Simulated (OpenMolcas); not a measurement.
A calculation on Co2+.

```yaml
Program: OpenMolcas 26.06
Method: "MS-CASPT2, IPEA 0.25 Eh, imaginary shift 0.1 Eh (closed shells correlated: 3s 3p)"
Basis: ANO-RCC-VTZP [6s5p3d2f1g]
Scalar_Hamiltonian: DKH2, point nucleus
Active_space: 7 electrons in 5 orbitals (3d)
State_averaging: 2S+1 = 4 even, 10 roots; 2S+1 = 2 even, 40 roots kept (CI in the orbitals of an earlier block)
Spin-orbit_coupling: RASSI with atomic mean-field integrals over the reference wave functions, term energies averaged over their components
```

Task: Which level of the active space comes out lowest?

Result: 3d⁷ ⁴F_9/2, with 100 % of that term; it is also the measured ground level.

Task: How high does 3d⁷ ²D_5/2(1) lie?

Result: 23240 cm⁻¹ above the lowest level; measured 23059 cm⁻¹ above the ground level, so the calculation is off by +1 %.

Task: How high does 3d⁷ ⁴P_1/2 lie?

Result: 16200 cm⁻¹ above the lowest level; measured 15811 cm⁻¹ above the ground level, so the calculation is off by +2 %.

Task: How high does 3d⁷ ⁴F_5/2 lie?

Result: 1482 cm⁻¹ above the lowest level; measured 1451 cm⁻¹ above the ground level, so the calculation is off by +2 %.

Task: The level at 20240 cm⁻¹ has J = 3/2. What is it made of, and what is its g factor?

Result: 87 % 3d⁷ ²P_3/2, 8 % 3d⁷ ²D(1), 5 % 3d⁷ ⁴P; g = 1.312, against 1.334 from Landé's formula for the pure leading term.

Measured values: Sugar and Corliss, J. Phys. Chem. Ref. Data 10, 1097 (1981).

CASPT2 does not keep the components of a term degenerate, so their means are used; among the terms shown or strongly mixed into the levels shown the widest spread is 970 cm-1 (3d⁷ ⁴F). Terms from blocks run as CI alone lack orbitals of their own. Computed and measured levels are paired by configuration, term and J; levels that our copy of the source lacks, or whose pairing is in doubt (as where it misses far off the trend of its configuration), stay unpaired and out of the deviations. Levels of configurations outside the active space are missing.

A number in round brackets counts repeated terms of one configuration in the order of the reference energies.
